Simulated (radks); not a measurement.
Results of a calculation; reference values are marked as such.
Effect of the nuclear size on the magnesium ion Mg3+, [He] 2s2 2p5. Code: a radial shooting solver on a logarithmic mesh with Libxc functionals. Model: Dirac Kohn-Sham, LDA (Slater exchange, Perdew-Wang correlation), spin-unpolarised, spherical densities, finite nucleus; open shells are shared between the two j in proportion to 2j + 1; Fermi nuclear charge, rms radius 3.057 fm. The rms radius is varied about that value; shifts are against it.

| rms radius (fm) | total energy shift (eV) | density at nucleus (e/bohr^3) | 1s1/2 shift (meV) |
|---|---|---|---|
| 2.5557 | -0.000791 | 1153 | -0.328 |
| 2.8338 | -0.000369 | 1152 | -0.153 |
| 3.057 | 0 | 1151 | 0.000 |
| 3.3444 | 0.000516 | 1150 | 0.214 |
| 3.4605 | 0.000737 | 1150 | 0.306 |

Slopes of the eigenvalues against <r^2> in GHz/fm^2, as finite differences over the two radii next to the reference (eigenvalue slopes, not the field-shift constants of lines): 1s1/2 28.1.
